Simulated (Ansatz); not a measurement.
Two isomers of C3H7In: A = `C=[C](C)[InH2]`, B = `C=C[CH2][InH2]`.

Computed with Ansatz on PBE0-D4/def2-TZVP structures; ΔE is electronic, products minus reactants. CBS: MP2 limit from def2 TZ/QZ plus the TZ coupled-cluster correction, frozen cores. Functionals use def2-TZVPP. B3LYP here is the variant with VWN-RPA as its local correlation; programs differ in this. def2 core potentials past Kr. For In outer-core shells are correlated without core-valence functions, which leaves a few kJ/mol of doubt a bond. One conformer a species, not always the lowest.

A:

```xyz
11

C     1.087    0.883    0.640
C     0.098    0.126    0.161
C    -1.120   -0.173    0.978
In    0.339   -0.639   -1.832
H     1.979    1.113    0.065
H     1.043    1.310    1.643
H    -2.030    0.178    0.481
H    -1.072    0.298    1.967
H    -1.249   -1.250    1.122
H     1.795   -0.213   -2.658
H    -0.871   -1.632   -2.566
```

B:

Z-matrix (Å, degrees):
```
C
C 1 1.465
In 1 2.544 2 59.8
C 1 1.350 2 126.1 3 71.3
H 1 1.089 2 116.1 3 -99.6
H 2 1.088 1 115.2 3 -107.7
H 2 1.085 1 115.0 3 118.8
H 3 1.715 1 104.3 2 -119.8
H 3 1.716 1 114.2 2 95.7
H 4 1.086 1 121.6 2 10.3
H 4 1.082 1 121.1 2 -174.2
```

Q: Which isomer does CCSD(T)/CBS put lower? Give the gap. (Estimate.)

A: Computed: B, by 2.3 kcal/mol.

Q: Give E(B) − E(A) in kcal/mol with CCSD(T)/def2-TZVPP, LDA (SPW92), B2PLYP, HF/def2-TZVPP, ωB97M-V, B3LYP-D4, CCSD/def2-TZVPP. (An estimate is asked.)

A: Computed: CCSD(T)/def2-TZVPP -0.9, LDA (SPW92) -4.8, B2PLYP -0.8, HF/def2-TZVPP 2.8, ωB97M-V -1.1, B3LYP-D4 -0.7, CCSD/def2-TZVPP -0.1. The order is the other way round with HF/def2-TZVPP.

Q: Does the order hold for the free energy at 298.15 K (harmonic terms from PBE0-D4)? (An estimate is asked.)

A: The calculation gave: Yes: G(B) − G(A) = -1.6 kcal/mol, for one conformer each.

Largest T1 diagnostic: 0.013.

At CCSD(T), def2-SVP lies +3.1 kcal/mol from the extrapolated value and def2-TZVPP +1.4 kcal/mol. Leaving LDA and LC-ωPBE aside and taking each functional with its dispersion term where it has one, the values, not all of them listed here, spread over 3.1 kcal/mol, from r2SCAN-D4 to BHLYP-D4. LDA lies −2.5 kcal/mol from PBE without D4.
